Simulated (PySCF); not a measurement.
Cartesian coordinates (Å):
```xyz
7

Nb    -0.0674     0.0084     0.0629
F      1.2799    -0.7957     1.0771
F     -1.2025    -0.1577    -1.4116
F      1.2771     0.3191    -1.1985
F     -1.2110    -1.2186     0.8890
O     -0.4219     1.6260     0.8313
H     -0.6183     2.4734     1.2431
```
Charge 0, spin multiplicity 1.

Task: Give the charge on the central atom (Mulliken), HOMO–LUMO gap, total energy, LUMO, HOMO and dipole moment at the level PySCF with TPSSh-D3(BJ)/def2-TZVP // r2SCAN-D4/def2-SVP.

Result: 
```json
{
 "charge on the central atom (Mulliken)": "2.05 e",
 "HOMO–LUMO gap": "6.91 eV",
 "total_energy": "-532.6832 Ha",
 "LUMO": "-3.22 eV",
 "HOMO": "-10.13 eV",
 "dipole_moment": "3.82 D"
}
```
